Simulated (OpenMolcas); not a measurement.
# Ionisation energies of manganese

| Item | Value |
| --- | --- |
| Program | OpenMolcas |
| Basis | ANO-RCC-VQZP [7s6p4d3f2g1h] |
| Scalar Hamiltonian | DKH2, point nucleus |
| Spin-orbit coupling | state interaction with AMFI integrals over the reference wave functions, term energies averaged over their components |

Active shells in each charge state: the valence d, s shells, with orbitals averaged over the low states. Where CASPT2's correlated closed shells are named, they are those of the first ion.

A. CASSCF
B. SS-CASPT2, IPEA 0.25 Eh, imaginary shift 0.1 Eh (closed shells correlated: 3s 3p)
C. SS-CASPT2, IPEA 0.25 Eh, imaginary shift 0.1 Eh (closed shells correlated: 2s 2p 3s 3p)
D. SS-CASPT2, IPEA 0 Eh, imaginary shift 0.1 Eh (closed shells correlated: 3s 3p)

Energies in eV between the lowest computed levels, named as in B; reference values from the NIST Atomic Spectra Database with their kind.

```tsv
From	To	A	B	C	D	Spin-orbit share in B	Reference
Mn 3d5 4s2 6S 5/2	Mn+ 3d5 4s 7S3	3.811	8.442	8.425	8.664	+0.000	7.434 (measured)
Mn+ 3d5 4s 7S3	Mn2+ 3d5 6S 5/2	14.878	15.735	15.734	15.823	+0.000	15.640 (measured)
```

Error against the reference values, in %:

```tsv
From	Reference	A	B	C	D
Mn	measured	-48.7	+13.6	+13.3	+16.5
Mn+	measured	-4.9	+0.6	+0.6	+1.2
```

Mean absolute error over the 2 measured values: A 2.19 eV, B 0.55 eV, C 0.54 eV, D 0.71 eV.

The lowest level within the active space need not be the ion's true ground level.
